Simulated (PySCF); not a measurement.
Input for PySCF: D3(BJ) and D4 dispersion corrections on H4PbSSi (SMILES [SiH3][Pb][SH]), a point of a torsion scan.

```python
from pyscf import gto
from pyscf.dispersion import dftd3, dftd4

mol = gto.M(
    atom='''
    Si   -1.30645799   -0.17854434    0.01061053
    Pb    0.73857612    1.53544469   -0.25998277
    S     2.47084944   -0.23098165    0.21749016
    H    -1.19961565   -1.41442746   -0.76110135
    H    -2.59388720    0.39100432   -0.41041161
    H    -1.55636185   -0.61836902    1.38380478
    H     3.57072621    0.50173477    0.11361271
    ''',
    basis='def2-svp',
    charge=0, spin=0, verbose=0, max_memory=1800)
d3, d4 = {}, {}
for xc in ['hf', 'pbe', 'blyp', 'revpbe', 'tpss', 'r2scan', 'b3lyp', 'pbe0', 'bhlyp', 'camb3lyp', 'b2plyp']:
    d3[xc] = float(dftd3.DFTD3Dispersion(mol, xc=xc, version='d3bj', atm=False).get_dispersion()['energy'])
    print(f'D3(BJ) {xc:10s} {d3[xc]:14.8f} Eh')
for xc in ['hf', 'pbe', 'blyp', 'revpbe', 'tpss', 'r2scan', 'b3lyp', 'pbe0', 'bhlyp', 'camb3lyp', 'b2plyp']:
    d4[xc] = float(dftd4.DFTD4Dispersion(mol, xc={'camb3lyp': 'cam-b3lyp'}.get(xc, xc), atm=True).get_dispersion()['energy'])
    print(f'D4     {xc:10s} {d4[xc]:14.8f} Eh')
```

Output:

```
D3(BJ) hf            -0.05099075 Eh
D3(BJ) pbe           -0.00634886 Eh
D3(BJ) blyp          -0.01520950 Eh
D3(BJ) revpbe        -0.01421696 Eh
D3(BJ) tpss          -0.00859848 Eh
D3(BJ) r2scan        -0.00180935 Eh
D3(BJ) b3lyp         -0.01293866 Eh
D3(BJ) pbe0          -0.00614524 Eh
D3(BJ) bhlyp         -0.01224818 Eh
D3(BJ) camb3lyp      -0.00675062 Eh
D3(BJ) b2plyp        -0.00726154 Eh
D4     hf            -0.01982125 Eh
D4     pbe           -0.00666154 Eh
D4     blyp          -0.01386090 Eh
D4     revpbe        -0.01528266 Eh
D4     tpss          -0.00884500 Eh
D4     r2scan        -0.00145277 Eh
D4     b3lyp         -0.01098495 Eh
D4     pbe0          -0.00574084 Eh
D4     bhlyp         -0.01094857 Eh
D4     camb3lyp      -0.00607733 Eh
D4     b2plyp        -0.00458711 Eh
```

The run finished.

Cost: very roughly 0.020 core-seconds.
